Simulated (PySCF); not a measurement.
Identify the unknown among the candidates.

All candidates are C2H12O2Si4.

| technique | computed result |
| --- | --- |
| Dipole | 2.31 D [PBE0/pcSseg-1] |
| 13C NMR | chemical shifts (computed TMS as zero) by class: 1.6 (2 C) ppm [GIAO PBE0/pcSseg-1] |
| 1H NMR | chemical shifts (computed TMS as zero) by class: 6.80 (1 H), 6.02 (2 H), 5.80 (2 H), 5.30 (1 H), 0.24 (6 H) ppm [GIAO PBE0/pcSseg-1] |
| Rotational structure | rotational constants A, B, C: 1.869, 0.534, 0.494 GHz [GFN2-xTB] |
| NMR, other nuclei | isotropic shieldings of nuclei other than C and H, by class: 288 (1 O), 289 (1 O), 320 (1 Si), 341 (2 Si), 351 (1 Si) ppm [GIAO PBE0/pcSseg-1] |

Electronic properties: PySCF, gas phase, density fitting. Levels stand in brackets. Isolated species at its GFN2-xTB geometry (one conformer only). NMR values are class means; diastereotopic atoms form classes of their own.

Problem. Which candidate is it?
A. `CC(=O)O[Si@H]([SiH3])[SiH2][SiH3]`
B. `O=CCO[Si]([SiH3])([SiH3])[SiH3]`
C. `C[SiH](C)O[SiH]1[SiH2]O[SiH2]1`
D. `C[SiH2][Si@H]([SiH2]O)[SiH2]C=O`

Solution. C. It is `C[SiH](C)O[SiH]1[SiH2]O[SiH2]1`. Numbering: `[CH3:1][SiH:2]([CH3:3])[O:4][SiH:5]1[SiH2:6][O:7][SiH2:8]1`. Its formula, C2H12O2Si4, gives 1 degree of unsaturation: 1 ring and 0 π bonds in the structure found. 2 carbons fall into 1 class: Si-methyl carbon [C1/C3] (1.6 ppm, 2 C). Hydrogen classes from least to most shielded: 1 H on an oxygen-bound silicon, Si5 (6.80 ppm), 2 H on 2 oxygen-bound silicons, Si6/Si8 (6.02 ppm), 2 H on 2 oxygen-bound silicons, Si6/Si8 (5.80 ppm), 1 H on an oxygen-bound silicon, Si2 (5.30 ppm), 6 H on 2 Si-methyl carbons, C1/C3 (0.24 ppm, a mean of values up to 0.7 ppm apart in this geometry). The other shieldings belong to: 288 ppm, siloxane oxygen [O4]; 289 ppm, siloxane oxygen [O7]; 320 ppm, oxygen-bound silicon [Si5]; 341 ppm, oxygen-bound silicon [Si6/Si8]; 351 ppm, oxygen-bound silicon [Si2]. The optimised geometry has point group C1 and is an asymmetric top.

The others, at the same levels:
- `CC(=O)O[Si@H]([SiH3])[SiH2][SiH3]` fails: it has 2 carbon classes against 1; its computed 13C shifts are 180.8 (1 C), 24.5 (1 C) ppm, 1H shifts are 5.43 (1 H), 4.02 (1 H), 3.59 (3 H), 3.57 (3 H), 3.33 (1 H), 2.15 (3 H) ppm and rotational constant A is 1.206 GHz (against 1.869 GHz).
- `O=CCO[Si]([SiH3])([SiH3])[SiH3]` fails: it has 2 carbon classes against 1; its computed 13C shifts are 212.0 (1 C), 73.8 (1 C) ppm, 1H shifts are 10.05 (1 H), 3.85 (2 H), 3.68 (9 H) ppm and rotational constant A is 0.965 GHz (against 1.869 GHz).
- `C[SiH2][Si@H]([SiH2]O)[SiH2]C=O` fails: it has 2 carbon classes against 1; its computed 13C shifts are 262.8 (1 C), -7.5 (1 C) ppm, 1H shifts are 12.71 (1 H), 5.65 (1 H), 5.54 (1 H), 4.80 (1 H), 4.66 (1 H), 4.30 (1 H), 4.10 (1 H), 3.93 (1 H), 2.87 (1 H), 0.38 (3 H) ppm and rotational constant A is 1.013 GHz (against 1.869 GHz).

Each candidate is one conformer, not necessarily the lowest. Dipoles, sizes and rotational constants follow the conformer. The torsions of the flexible species, by atom-mapped SMILES:
- `[CH3:1][SiH:2]([CH3:3])[O:4][SiH:5]1[SiH2:6][O:7][SiH2:8]1`: C1–Si2–O4–Si5 -38°, Si2–O4–Si5–Si6 34°
- `[CH3:1][C:2](=[O:3])[O:4][Si@H:5]([SiH3:6])[SiH2:7][SiH3:8]`: C1–C2–O4–Si5 -176°, C2–O4–Si5–Si6 92°, O4–Si5–Si7–Si8 -35°
- `[O:1]=[CH:2][CH2:3][O:4][Si:5]([SiH3:6])([SiH3:7])[SiH3:8]`: O1–C2–C3–O4 179°, C2–C3–O4–Si5 -174°, C3–O4–Si5–Si6 -61°

The conformers of `C[SiH2][Si@H]([SiH2]O)[SiH2]C=O` aren't listed.
